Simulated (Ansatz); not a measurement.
C₂H₉AlSSi (`C[SiH2]C[S][AlH2]`) at its PBE0-D4/def2-TZVP geometry, where that method's forces vanish. Total charge 0; spin multiplicity 1.

```csv
atom,x (Å),y (Å),z (Å)
C1,-2.1606,-0.0329,0.5556
Si2,-0.5451,0.5370,1.2848
C3,0.8857,0.1680,0.1036
S4,0.6084,1.1207,-1.4578
Al5,1.9591,-0.4951,-2.0251
H6,-2.1556,-1.1135,0.3934
H7,-2.9891,0.2051,1.2266
H8,-2.3395,0.4567,-0.4035
H9,-0.2631,-0.1702,2.5667
H10,-0.5400,2.0017,1.5339
H11,1.8358,0.4354,0.5744
H12,0.8574,-0.9306,-0.0417
H13,1.3304,-1.8680,-2.5008
H14,3.5163,-0.3142,-1.8101
```

Problem. For each bond, give half the difference of the two atoms' forces along it (eV/Å; positive pushes the atoms apart) under PBE-D4, r2SCAN-D4, B3LYP-D4, ωB97M-V in def2-TZVPP. (An estimate is asked.)

Solution. Ansatz gave: 
```json
{"bond": "C1–Si2", "length (Å)": "1.862", "PBE-D4": "-0.02", "r2SCAN-D4": "-0.01", "B3LYP-D4": "0.13", "ωB97M-V": "0.08"}
{"bond": "C1–H6", "length (Å)": "1.093", "PBE-D4": "0.11", "r2SCAN-D4": "0.00", "B3LYP-D4": "-0.04", "ωB97M-V": "-0.04"}
{"bond": "C1–H7", "length (Å)": "1.092", "PBE-D4": "0.10", "r2SCAN-D4": "-0.01", "B3LYP-D4": "-0.04", "ωB97M-V": "-0.04"}
{"bond": "C1–H8", "length (Å)": "1.092", "PBE-D4": "0.11", "r2SCAN-D4": "-0.01", "B3LYP-D4": "-0.06", "ωB97M-V": "-0.05"}
{"bond": "Si2–C3", "length (Å)": "1.892", "PBE-D4": "0.03", "r2SCAN-D4": "0.02", "B3LYP-D4": "-0.01", "ωB97M-V": "0.00"}
{"bond": "Si2–H9", "length (Å)": "1.491", "PBE-D4": "0.06", "r2SCAN-D4": "-0.02", "B3LYP-D4": "-0.12", "ωB97M-V": "-0.13"}
{"bond": "Si2–H10", "length (Å)": "1.486", "PBE-D4": "0.07", "r2SCAN-D4": "-0.03", "B3LYP-D4": "-0.11", "ωB97M-V": "-0.12"}
{"bond": "C3–S4", "length (Å)": "1.850", "PBE-D4": "0.17", "r2SCAN-D4": "0.18", "B3LYP-D4": "0.34", "ωB97M-V": "0.18"}
{"bond": "C3–H11", "length (Å)": "1.094", "PBE-D4": "0.09", "r2SCAN-D4": "-0.04", "B3LYP-D4": "-0.11", "ωB97M-V": "-0.08"}
{"bond": "C3–H12", "length (Å)": "1.109", "PBE-D4": "0.11", "r2SCAN-D4": "-0.03", "B3LYP-D4": "-0.12", "ωB97M-V": "-0.09"}
{"bond": "S4–Al5", "length (Å)": "2.181", "PBE-D4": "0.20", "r2SCAN-D4": "0.07", "B3LYP-D4": "0.18", "ωB97M-V": "0.13"}
{"bond": "Al5–H13", "length (Å)": "1.583", "PBE-D4": "0.04", "r2SCAN-D4": "-0.03", "B3LYP-D4": "-0.11", "ωB97M-V": "-0.14"}
{"bond": "Al5–H14", "length (Å)": "1.582", "PBE-D4": "0.03", "r2SCAN-D4": "-0.03", "B3LYP-D4": "-0.11", "ωB97M-V": "-0.14"}
```

B3LYP here is the variant with VWN-RPA as its local correlation; programs differ in this.
